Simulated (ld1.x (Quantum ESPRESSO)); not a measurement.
Transferability test, RRKJ potential for B

- Element: B (Z = 5)
- Generator: ld1.x (Quantum ESPRESSO) 7.5
- Type: norm-conserving RRKJ (Kleinman–Bylander form)
- Functional: PBE
- Relativity: scalar-relativistic
- Frozen core: [He]
- Valence charge: 3
- Reference configuration: 2s1.75 2p1.25
- Partial waves: 2p (bound): rc 3.65 bohr; 2s (bound): rc 1.00 bohr
- Local potential: the s channel
- Core correction: Bessel-smoothed model core inside 0.55 bohr
- rho0: 0.01

Energies are relative to the spin-unpolarised reference configuration 2s1.75 2p1.25; without spin polarisation the order of configurations can differ from experiment.

```
valence configuration  charge  ΔE all-electron (eV)  error AE − PS (meV)
              2s2 2p1       0                -1.460                 -3.1
              2s2 2p0      +1                 6.760                 +271
            2s2 2p1.3    -0.3                -2.198                 -6.1
              2s0 2p3       0                10.261                 -151
            2s2 2p0.5    +0.5                 1.427                  +51
              2s1 2p2       0                 4.391                  -28
```

(1) What are ΔE and the potential's error for 2s1 2p0?

Levels in the configuration 2s1 2p0:

```csv
level,all-electron (eV),pseudo (eV)
2s,-31.475,-30.886
```

Results:

(1) ΔE = 32.182 eV all-electron; the error (AE − PS) is +784 meV.
